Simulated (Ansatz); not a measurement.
`[F][Ge]([F])([F])[Cl]` + HI → `[F][Ge]([F])([F])[I]` + HCl at 400 K and 1 bar (ligand exchange at a Ge–Cl bond).

Isolated molecules relaxed with PBE0-D4/def2-TZVP in Ansatz; ΔE leaves out vibrations. CCSD(T)/CBS adds triple-zeta CCSD(T) − MP2 to the extrapolated MP2 energy (def2 sets, frozen cores). This one scheme is used for every species. Elements past krypton have def2 core potentials. For Ge, I outer-core shells are correlated without core-valence functions, which leaves a few kJ/mol of doubt a bond. Scalar relativity is left out up to krypton.

```tsv
species	CCSD(T)/CBS energy (Eh)	H − E (kJ/mol)	S (J/(mol·K))
`[F][Ge]([F])([F])[Cl]`	-2835.42086	50.6	352.4
HI	-298.03592	25.7	215.0
`[F][Ge]([F])([F])[I]`	-2673.08048	49.7	373.9
HCl	-460.38127	29.6	195.4
```

H − E and S are ideal-gas, rigid-rotor, harmonic terms from PBE0-D4/def2-TZVP. 1 Eh = 2625.50 kJ/mol, R = 8.31446 J/(mol·K).

Task: By hand: ΔE, ΔH, ΔS and ΔG.

Result: ΔE = (-2673.08048) + (-460.38127) − (-2835.42086) − (-298.03592) = -0.00497 Eh = -13.0 kJ/mol. Δ(H − E) = 49.7 + 29.6 − 50.6 − 25.7 = 3.0, so ΔH = -10.0 kJ/mol. ΔS = 373.9 + 195.4 − 352.4 − 215.0 = 1.9 J/(mol·K). ΔG = -10.0 − 400 × (1.9)/1000 = -10.8 kJ/mol.

Task: By hand: the equilibrium constant, and the temperature at which ΔG would vanish if ΔH and ΔS stayed fixed.

Result: log₁₀ K = −ΔG/(RT ln 10) = 1.4. ΔH and −TΔS have one sign here, so there is no such temperature.

The number of gas molecules stays the same, so ΔS is small and ΔH decides. A doubt of 5 kJ/mol in ΔE shifts log₁₀ K by 0.7 here. These are equilibria of isolated gas molecules and say nothing of rates. Largest T1 diagnostic: 0.012 (customary marks: 0.02 for closed shells, 0.045 for open ones).

ΔS is within the doubt of such terms, so its sign, and with it that verdict, could turn.
